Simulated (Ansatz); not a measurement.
```xyz
11

C    -1.316    0.195   -0.885
C    -0.606    0.831    0.260
C     0.539    0.390    0.785
Al    1.631   -1.143    0.284
Br    1.261    1.387    2.265
H    -1.430    0.910   -1.706
H    -2.327   -0.101   -0.587
H    -0.796   -0.686   -1.262
H    -1.082    1.719    0.677
H     2.958   -1.434    1.088
H     1.168   -2.067   -0.921
```

Total charge 0; spin multiplicity 1.

Q: List the PBE/def2-TZVPP orbital energies in eV (the Gaussian-basis code of Ansatz). (Estimate.)

A: The calculation gave: Occupied: -13088.77, -1681.88, -1516.28, -1516.18, -1516.17, -1506.71, -269.94, -269.64, -269.21, -228.67, -170.91, -170.60, -170.58, -106.99, -69.13, -68.86, -68.85, -67.55, -67.47, -67.46, -67.23, -67.23, -20.54, -19.10, -16.62, -13.41, -11.37, -10.68, -10.53, -9.60, -9.18, -8.12, -7.53, -7.34, -6.41, -5.99. Lowest empty: -2.71, -0.96, -0.69, 0.15, 0.53, 0.93, 1.61, 2.14.
